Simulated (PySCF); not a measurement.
## Worked example: dipole moment from atomic charges

HfCl2I2, SMILES [Cl][Hf]([Cl])([I])[I], multiplicity 1. Atoms are numbered in the order given.

```xyz
5

Hf     0.0000     0.0000     0.5669
Cl     0.0000     1.9130     1.9053
Cl     0.0000    -1.9130     1.9053
I     -2.1986     0.0000    -0.9962
I      2.1986     0.0000    -0.9962
```

Geometry: PBE-D3(BJ)/def2-SVP. The multiplicity is an assumed one; no other spin state was optimised. The structure was generated by enumeration; whether it is a known compound was not checked. The def2 effective core potentials stand for the cores of Hf, I; spin–orbit coupling is left out.

Charges (e) from r2SCAN/def2-TZVP run with PySCF:

```json
[
 {"atom": "Hf1", "Mulliken": "1.106", "ESP fit": "0.299"},
 {"atom": "Cl2", "Mulliken": "-0.305", "ESP fit": "-0.095"},
 {"atom": "Cl3", "Mulliken": "-0.305", "ESP fit": "-0.095"},
 {"atom": "I4", "Mulliken": "-0.248", "ESP fit": "-0.054"},
 {"atom": "I5", "Mulliken": "-0.248", "ESP fit": "-0.054"}
]
```

The dipole moment of the full density is 0.51 D.

Q: What dipole moment does each set of point charges give, and which comes closer to that of the density?

A: 
μ = Σ q r, and 1 e Å = 4.8032 D.
Mulliken: Σ q r = (0.000, 0.000, -0.041) e Å, |μ| = 0.20 D.
ESP fit: Σ q r = (0.000, 0.000, -0.085) e Å, |μ| = 0.41 D.
ESP fit comes closer in size. Point charges leave out the atoms' own dipoles (lone pairs, polarised bonds); fits to the potential absorb them, partitions of the density don't.
